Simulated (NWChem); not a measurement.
**Total energies of HP**

SMILES: [PH]
```xyz
2

P      0.0000     0.0000     0.0898
H      0.0000     0.0000    -1.3473
```
Charge 0, spin multiplicity 3.

Program: NWChem. Structure: optimised with UPBE0/def2-SVP, a minimum by its harmonic frequencies.

Basis set: 6-31G* (20 functions).

```json
[
 {"method": "UHF", "total energy (Ha)": "-341.26347"},
 {"method": "UMP2", "total energy (Ha)": "-341.33138"},
 {"method": "UB2PLYP", "total energy (Ha)": "-341.71838"},
 {"method": "UPBE", "total energy (Ha)": "-341.69074"},
 {"method": "UB3LYP", "total energy (Ha)": "-341.87456"},
 {"method": "UM06-2X", "total energy (Ha)": "-341.82581"}
]
```

Total energies of different functionals aren't comparable as a measure of quality: only differences taken within one method are. 

The correlated methods keep 5 core orbitals frozen. B3LYP has NWChem's definition, with VWN1-RPA local correlation. The Pople sets run with spherical d functions. This spin state was chosen for the runs; another may lie lower. The structure started from a generated list of species. The unpaired electrons of the parent sit in orbitals of symmetry b1 and b2 (C2v labels of the run); other states weren't searched. The stability of the SCF solutions was not checked. Open-shell Hartree-Fock references start from PBE0 orbitals.
